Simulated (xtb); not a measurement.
germanium atom (Ge), triplet. Base run: GFN2-xTB run with xtb.

Input for xtb:
```
$ xtb mol.xyz --gfn 2 --uhf 2 --json

# file mol.xyz
1

Ge     0.00000000     0.00000000     0.00000000
```

Variants of this job, named by their change:

```json
[
 {"change": "base", "ΔE vs base (kcal/mol)": "0.000", "G_solv (kcal/mol)": "-", "SCF cycles": "42"},
 {"change": "alpb = ch2cl2", "ΔE vs base (kcal/mol)": "-0.96", "G_solv (kcal/mol)": "-0.96", "SCF cycles": "42"},
 {"change": "acc = 1000", "ΔE vs base (kcal/mol)": "0.000", "G_solv (kcal/mol)": "-", "SCF cycles": "11"},
 {"change": "gbsa = water", "ΔE vs base (kcal/mol)": "2.31", "G_solv (kcal/mol)": "2.31", "SCF cycles": "42"},
 {"change": "alpb = acetone", "ΔE vs base (kcal/mol)": "-1.38", "G_solv (kcal/mol)": "-1.38", "SCF cycles": "42"},
 {"change": "acc = 0.1", "ΔE vs base (kcal/mol)": "0.000", "G_solv (kcal/mol)": "-", "SCF cycles": "52"},
 {"change": "etemp = 1000", "ΔE vs base (kcal/mol)": "-2.66", "G_solv (kcal/mol)": "-", "SCF cycles": "42"},
 {"change": "alpb = dmf", "ΔE vs base (kcal/mol)": "-1.45", "G_solv (kcal/mol)": "-1.45", "SCF cycles": "42"}
]
```

ALPB and GBSA are two models with their own fitted parameters for each solvent, which aren't always the measured dielectric constant.
